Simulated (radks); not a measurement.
Ionisation of the europium ion Eu3+, [Xe] 4f6, to [Xe] 4f5 as the strength of local exchange is varied. All-electron calculation, scalar-relativistic Kohn-Sham, Slater X-alpha exchange (alpha = 2/3 is LDA exchange), no correlation, spin-polarised, spherical densities, finite nucleus; open shells are filled with parallel spins first (spin-orbit coupling, left out, can overturn this in heavy ions); Fermi nuclear charge, rms radius 5.1115 fm. Program: a radial shooting solver on a logarithmic mesh with Libxc functionals.

| alpha | E(Eu3+) (hartree) | exchange (hartree) | IE (eV) | -e of the level emptied (eV) | <r> of it (bohr) |
|---|---|---|---|---|---|
| 0.63 | -10815.9532 | -214.9332 | 41.791 | 32.259 (4f) | 0.8765 |
| 0.667 | -10828.6298 | -227.8279 | 43.097 | 33.466 (4f) | 0.8685 |
| 0.721 | -10847.1580 | -246.7006 | 45.039 | 35.266 (4f) | 0.8574 |
| 0.73 | -10850.2492 | -249.8522 | 45.367 | 35.570 (4f) | 0.8556 |
| 0.765 | -10862.2789 | -262.1250 | 46.651 | 36.765 (4f) | 0.8487 |
| 0.799 | -10873.9778 | -274.0726 | 47.914 | 37.943 (4f) | 0.8422 |
| 1.009 | -10946.5169 | -348.4187 | 56.050 | 45.586 (4f) | 0.8061 |

NIST Atomic Spectra Database: 42.9 +/- 0.11 eV (semi-empirical). The Delta-SCF value meets it near alpha = 0.66. Open shells are spherical and high-spin; term and fine-structure splittings are not resolved. Spin-orbit splitting is averaged out at the scalar-relativistic level. No tabulated value is given for the 4+ ions of Nd, Pm and Eu to Yb, where it belongs to another shell than the one emptied here.
